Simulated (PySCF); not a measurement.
## Relaxation of singlet AsO2F

All numbers come from PBE0 in PySCF with As def2-TZVP, O def2-TZVP, F def2-TZVP; no relativity; density-fitted integrals. A (50,194) grid was used.

A hand-made trigonal planar start, of C2v symmetry, held to at least that symmetry:

Coordinates in bohr (charge 0 multiplicity 1):
```
As   -0.1170    0.0000    0.0000
O    -1.7327    2.7985    0.0000
O    -1.7327   -2.7985    0.0000
F     3.3790    0.0000    0.0000
```

**Question.** What forces act on the atoms at the start (eV/Å)?

**Answer.** 
```json
{"atom": "As1", "Fx": "-2.61", "Fy": "0.00", "Fz": "0.00"}
{"atom": "O2", "Fx": "2.89", "Fy": "-3.27", "Fz": "0.00"}
{"atom": "O3", "Fx": "2.89", "Fy": "3.27", "Fz": "0.00"}
{"atom": "F4", "Fx": "-3.16", "Fy": "0.00", "Fz": "0.00"}
```

**Question.** What does it relax to?

**Answer.** It ends at C2v with As–F 1.700 Å, As–O 1.594 Å (×2); F–As–O 110.7° (×2), O–As–O 138.6°. A frequency run shows a minimum. Other isomers or separated fragments may lie lower.

**Question.** How much energy is released, and in how many steps?

**Answer.** 106.7 kJ/mol in 5 steps.

The relaxation took 16 s on 4 threads of a shared Arm Neoverse V1 host, with 141 basis functions and 6 gradients; the process peaked at 0.79 GiB.
